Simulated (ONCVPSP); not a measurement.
Before and after: ONCV potential for lutetium (Lu)

Lu, optimised norm-conserving Vanderbilt (ONCV), made with ONCVPSP 4.0.1 (PW91, scalar-relativistic). Core [Kr], reference 4d10 4f14 5s2 5p6 5d1 6s1.5 (charge +0.5). Waves: 5s+6s: rc 2.00 bohr, ncon 5, nbas 8, qcut 7.7 1/bohr, 2 projectors; 5p: rc 1.35 bohr, ncon 4, nbas 8, qcut 6.8 1/bohr, 2 projectors, debl 2.2 Ha; 4d+5d: rc 1.05 bohr, ncon 4, nbas 9, qcut 14.2 1/bohr, 2 projectors; 4f: rc 0.90 bohr, ncon 4, nbas 8, qcut 23 1/bohr, local. Local part: the f channel. Core correction: Teter function, fcfact 5.5, rcfact 1.1.

Change: core correction Teter function, fcfact 5.5, rcfact 1.8.

Cutoffs: the cutoffs (Ha) at which the residual kinetic energy of the hardest occupied pseudo-wave falls to 1 and 0.1 mHa per electron; they do not see the model core or the augmentation charge, which bear on the density cutoff. Errors are all-electron minus pseudo energies relative to the spin-unpolarised reference configuration.

Q: How do hardness, ghosts and transferability respond?

A: The potential gets neither clearly harder nor softer (195 Ha and 216 Ha → 195 Ha and 216 Ha); both files keep a bound ghost (p, s); of the 4 tests that both files solve, the error grows in 0 and shrinks in 1 by more than 15 % and 0.3 meV (median size 4.1 → 3.5 meV). A model core, the more so a compact one, raises the density cutoff, which this test does not measure.

| quantity | base | changed |
| --- | --- | --- |
| cutoff, loose | 195 Ha | 195 Ha |
| cutoff, tight | 216 Ha | 216 Ha |
| bound ghosts | s, p | s, p |
| GHOST(+) flags under 300 eV | s at 71.7 eV | s at 71.7 eV |
| error for 4d10 4f14 5s2 5p6 5d1 6s2, meV [ΔE -3.01 eV] | +1.1 | +1.1 |
| error for 4d10 4f14 5s2 5p6 5d1 6s1, meV [ΔE 4.40 eV] | -1.6 | -1.6 |
| error for 4d10 4f14 5s2 5p6 5d1 6s0, meV [ΔE 17.70 eV] | -6.6 | -6.7 |
| error for 4d10 4f13 5s2 5p6 5d2 6s1, meV [ΔE 15.82 eV] | +10 | +5.4 |
| s: phases at 2.04 bohr within 0.05 rad from the reference energy up to (Ha; the scan ends near 5) | 2.6 | 2.6 |
| p: phases at 1.37 bohr within 0.05 rad from the reference energy up to (Ha; the scan ends near 5) | to the end of the scan | to the end of the scan |
| d: phases at 1.07 bohr within 0.05 rad from the reference energy up to (Ha; the scan ends near 5) | to the end of the scan | to the end of the scan |
| f: phases at 0.91 bohr within 0.05 rad from the reference energy up to (Ha; the scan ends near 5) | 3.6 | 3.6 |
| rms error of d²Exc/dni dnj with the model core, mHa | 2.80 | 0.73 |

 A true bound ghost makes a file unfit for plane-wave use even where its test errors are small: the radial tests pick states by their node count and pass the ghost by.
